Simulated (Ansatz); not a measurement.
A structure relaxed at PBE0-D4/def2-TZVP, charge 0, multiplicity 1:

Cartesian coordinates in Å:
```
Si 1.118 0.892 0.611
C -0.110 -0.501 0.516
S 0.409 -1.890 -0.614
Ge -1.329 -0.616 -0.982
H 0.574 1.996 1.451
H 2.401 0.429 1.202
H 1.369 1.399 -0.763
H -0.520 -0.864 1.456
H -2.700 -1.251 -0.768
H -1.213 0.407 -2.108
```

Q: Give its formula and SMILES.

A: CH6GeSSi, `[SiH3][CH]1[S][GeH2]1`.

Q: Summarise the bond lengths by kind.

A: 1 × C–Si 1.859 Å; 3 × H–Si 1.486 to 1.490 Å; 1 × C–S 1.864 Å; 1 × C–Ge 1.934 Å; 1 × C–H 1.088 Å; 1 × Ge–S 2.186 Å; 2 × Ge–H 1.526 Å.

Results of the Gaussian-basis code of Ansatz.
